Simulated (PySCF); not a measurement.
**Removing an electron from `CC(C)O[SiH2]P`**

Species: C₃H₁₁OPSi.
Cartesian coordinates in Å at the PBE0-D3(BJ)/def2-SVP level; atoms count from 1:
```
atom  x, y, z in Å
C1    -1.6983    0.8173    0.8054
C2    -0.4853   -0.0863    0.7053
C3    -0.8287   -1.4849    0.2260
O4     0.4330    0.5102   -0.2000
Si5    2.0649    0.6413    0.0801
P6     3.0071   -1.4153    0.2353
H7    -1.4049    1.8197    1.1493
H8    -2.1725    0.9197   -0.1830
H9    -2.4389    0.4082    1.5089
H10   -0.0194   -0.1623    1.7096
H11   -1.5517   -1.9677    0.9006
H12    0.0730   -2.1145    0.1836
H13   -1.2668   -1.4385   -0.7830
H14    2.6073    1.4607   -1.0385
H15    2.3322    1.3240    1.3879
H16    4.3237   -0.8786    0.3911
H17    3.1322   -1.5817   -1.1780
```

Level: B3LYP/def2-SVPD (PySCF). Frontier orbitals with their largest atomic shares (Löwdin; up to four atoms above 4 %):

```
orbital  ε (eV)                             main atoms
 HOMO−3   -9.23   Si5 23 %, H15 17 %, P6 11 %, O4 10 %
 HOMO−2   -8.51     O4 41 %, C2 16 %, H10 11 %, C1 6 %
 HOMO−1   -7.92      O4 35 %, P6 22 %, Si5 9 %, C3 6 %
   HOMO   -7.14                                      ?
   LUMO   -0.06    Si5 27 %, P6 22 %, H16 9 %, H14 7 %
 LUMO+1    0.14   P6 39 %, H17 20 %, Si5 18 %, H15 8 %
 LUMO+2    0.34  Si5 27 %, P6 24 %, H16 13 %, H15 10 %
```

Task: What vertical ionisation energy does ΔSCF give, and how far is −ε(HOMO) from it?

Result: ΔSCF: 9.20 eV (887 kJ/mol; threshold wavelength 135 nm); ⟨S²⟩ of the doublet left behind is 0.758, against 0.75 for a pure doublet. −ε(HOMO) is 7.14 eV, 2.06 eV below it. In exact Kohn–Sham theory the two would be equal; B3LYP (global hybrid, 20 % exact exchange) falls short of its own ΔSCF value by 22 %. Holes in the HOMO−1 and HOMO−2 were tried too where these lie within 1.2 eV of the HOMO; the lowest converged state counts.

Task: On which atoms does the HOMO lie?

Result: P6 (three-coordinate phosphorus) 54 %, Si5 (oxygen-bound silicon) 15 %, O4 (silyl ether oxygen) 11 %, H17 (P–H hydrogen) 5 %. The HOMO−1 lies 0.78 eV lower.

Task: What kinetic energy would electrons from this vertical process carry with 118.2 nm light (10.49 eV)?

Result: 10.49 − 9.20 = 1.29 eV.

Task: With α = 97.9 au, estimate the like-pair dispersion coefficient by London's formula C6 = (3/4)α²I.

Result: I = 0.3379 Eh, so C6 ≈ 2430 au, a rough estimate.

Task: How many of the 10 lowest singlet excitations (vertical TDDFT, same level) lie below the ionisation energy?

Result: All 10; they run from 6.16 to 7.57 eV.

Task: Shift the occupied levels rigidly so that −ε(HOMO) equals the ΔSCF value. What binding energies result?

Result: The shift is +2.06 eV: HOMO 9.20, HOMO−1 9.98, HOMO−2 10.57, HOMO−3 11.29 eV. A rigid shift is only a rough guide to the deeper ionisations.

Isolated species at its PBE0-D3(BJ)/def2-SVP geometry (one conformer only).

These values come from a run that also computed excited states and ΔSCF ions. On one thread, Arm Neoverse V2, no GPU, shared host, this took 2.2 min.
